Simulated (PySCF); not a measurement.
A structure optimised at PBE-D3(BJ)/def2-SVP, used in a PySCF frequency run:

```xyz
14

N      1.6187    -1.0343     0.8328
Si     0.6365     0.0212    -0.1393
Cl     1.7188     1.2770    -1.4480
C     -0.6364    -1.0603    -1.0410
Si    -1.9182    -1.1170     0.3946
Si    -1.0187     0.8894     1.2909
H      2.1177    -1.8019     0.3712
H      2.2088    -0.6187     1.5590
H     -0.2745    -2.0367    -1.4223
H     -1.0724    -0.4931    -1.8907
H     -1.6958    -2.3020     1.2935
H     -3.3512    -1.1098    -0.0713
H     -0.7398     1.0225     2.7632
H     -1.7191     2.1222     0.7828
```

Q: Write its SMILES and formula.

A: N[Si@@]1(Cl)C[SiH2][SiH2]1, CH₈ClNSi₃

Q: What are its rotational constants (standard atomic weights)?

A: 2.2712, 0.96781, 0.91460 GHz
